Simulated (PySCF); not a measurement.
# How methods differ on the excitation energy of Ti(2+)

Ti(2+) [Ar] 3d2 (3F) → Ti(2+) [Ar] 3d1 4p1 (high-spin determinant), as a difference of total energies. All numbers are calculated (PySCF 2.14, scalar relativity by spin-free X2C-1e, in x2c-QZVPPall). Correlated levels: valence: [Ar] frozen; valence and next inner shell: [Ne] frozen. The calculations carry no spin-orbit coupling.

| method | excitation energy (cm⁻¹) |
| --- | --- |
| UHF | 74381 |
| LDA | 76346 |
| PBE | 75825 |
| PBE0 | 76718 |
| r2SCAN | 78332 |
| B2PLYP | 76291 |
| CAM-B3LYP | 77549 |
| r2SCAN0 | 78590 |
| LC-wPBE | 79420 |
| MP2 (valence) | 75002 |
| SCS-MP2 (valence) | 74588 |
| MP2 (valence and next inner shell) | 75722 |
| SCS-MP2 (valence and next inner shell) | 75606 |

A first-order spin-orbit estimate (lowest level to lowest level, LS coupling) adds -0.018 eV.

The basis was made for the ground configuration and has no added diffuse functions, so the excitation energy can come out too high.

The determinant of the upper state mixes LS terms, which raises its energy above the lowest term, most at the Hartree-Fock and MP2 levels.
